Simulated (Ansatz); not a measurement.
Cost and result for the atomization energy of `CC1=CC(C)=[O+][Al-]([OH])([F])[O]1` (18 atoms, 18 bonds).

Cartesian coordinates in Å:
```
C -1.9699 0.6383 1.7750
C -0.8813 0.4876 0.7690
C -0.1819 -0.7134 0.6514
C 0.8288 -0.9156 -0.2885
C 1.5251 -2.2292 -0.3857
O 1.2182 -0.0241 -1.1129
Al 0.6791 1.7049 -1.1653
O 0.1419 2.2015 -2.6928
F 1.8646 2.6346 -0.4839
O -0.6552 1.5130 0.0453
H -1.7078 1.4496 2.4589
H -2.1431 -0.2748 2.3410
H -2.8887 0.9375 1.2651
H -0.4451 -1.5292 1.3083
H 1.4337 -2.6072 -1.4067
H 1.1311 -2.9622 0.3154
H 2.5911 -2.0777 -0.1975
H -0.5404 1.7664 -3.1961
```

Total charge 0; spin multiplicity 1. Geometry: relaxed with PBE0-D4/def2-TZVP. It is one conformer, not always the lowest. Program: Ansatz. All runs use 4 threads of an AMD EPYC 7R13 on a shared host and a share of an NVIDIA H100 80 GB. Times are those of one run each, without the atoms' runs, and a repeat can differ threefold. Electronic energies, without spin–orbit coupling; frozen cores. CCSD(T)/CBS adds CCSD(T) − MP2 in def2-TZVPP to the MP2 limit, and its time is that of the two runs behind it. T1 = 0.015. B3LYP takes the VWN-RPA correlation (the form of Gaussian; ORCA's B3LYP/G). HSE06 is the plane-wave form, built on full-range PBE exchange.

CCSD(T)/CBS is a level of theory with its own doubt, some kJ/mol a heavy atom from the limit and from the frozen cores, so smaller differences don't rank the functionals.

| level | functions | wall time |
| --- | --- | --- |
| PBE0-D4/def2-TZVPP | 433 | 5 s |
| BHLYP-D4/def2-TZVPP | 433 | 6.5 s |
| B2PLYP/def2-TZVPP | 433 | 7 s |
| LDA (SPW92)/def2-TZVPP | 433 | 7.5 s |
| B3LYP-D4/def2-TZVPP (with forces) | 433 | 7.5 s |
| B97M-V/def2-TZVPP | 433 | 8 s |
| CCSD(T)/def2-SVP | 184 | 8 s |
| HSE06-D4/def2-TZVPP | 433 | 8.5 s |
| ωB97X-V/def2-TZVPP | 433 | 9 s |
| ωB97M-V/def2-TZVPP (with forces) | 433 | 14 s |
| MP2/def2-QZVPP | 823 | 14 s |
| CCSD(T)/def2-TZVPP | 433 | 55 s |
| CCSD(T)/CBS(def2) | – | 69 s |

What atomization energy does each give, and how far from CCSD(T)/CBS? (An estimate is asked.)

Ansatz gave: 
| level | atomization (kJ/mol) | difference from CCSD(T)/CBS | per bond |
| --- | --- | --- | --- |
| PBE0-D4/def2-TZVPP | 8107.4 | 27.1 | 1.5 |
| BHLYP-D4/def2-TZVPP | 7785.2 | -295.1 | -16.4 |
| B2PLYP/def2-TZVPP | 8004.2 | -76.1 | -4.2 |
| LDA (SPW92)/def2-TZVPP | 9335.2 | 1254.9 | 69.7 |
| B3LYP-D4/def2-TZVPP (with forces) | 8065.1 | -15.2 | -0.8 |
| B97M-V/def2-TZVPP | 8103.1 | 22.8 | 1.3 |
| CCSD(T)/def2-SVP | 7697.6 | -382.7 | -21.3 |
| HSE06-D4/def2-TZVPP | 8113.2 | 32.9 | 1.8 |
| ωB97X-V/def2-TZVPP | 8081.9 | 1.6 | 0.1 |
| ωB97M-V/def2-TZVPP (with forces) | 8096.9 | 16.6 | 0.9 |
| MP2/def2-QZVPP | 8230.9 | 150.6 | 8.4 |
| CCSD(T)/def2-TZVPP | 7869.6 | -210.7 | -11.7 |
| CCSD(T)/CBS(def2) | 8080.3 | 0.0 | 0.0 |

Leaving LDA and LC-ωPBE aside and taking each functional with its dispersion term where it has one, the values, not all of them listed here, spread over 513.4 kJ/mol, from BHLYP-D4 to PBE-D4. LDA lies +1082.6 kJ/mol from PBE without D4, its usual overbinding. The D4 term adds +73.2 kJ/mol with B3LYP and +39.4 kJ/mol with PBE0; it sums over pairs of atoms, weighted by their polarisabilities, and B3LYP, whose exchange is more repulsive, gets the larger term. From BLYP to BHLYP (50 % exact exchange), in def2-TZVPP and without D4, the atomization energy moves by −259.5 kJ/mol: exact exchange takes away binding that semilocal exchange gives to molecules.
